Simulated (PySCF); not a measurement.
BBr₃ (singlet). Method: B3LYP/[B def2-SVP, Br def2-SVP], no relativity, density fitting, PySCF.

Harmonic bands of its minimum:

| ω (cm⁻¹) | IR (km/mol, summed over degenerate members) | degeneracy |
| --- | --- | --- |
| 152 | 0.1 | 2 |
| 280 | 0.0 | 1 |
| 382 | 0.8 | 1 |
| 818 | 579 | 2 |

**Question.** The central atom is B. Infer the point group and assign the bands.

**Answer.** D3h. The modes span 2e' + a1' + a2'': 152 e', 280 a1', 382 a2'', 818 e'. The computed geometry has B–Br 1.912 Å (×3); Br–B–Br 120.0° (×3).
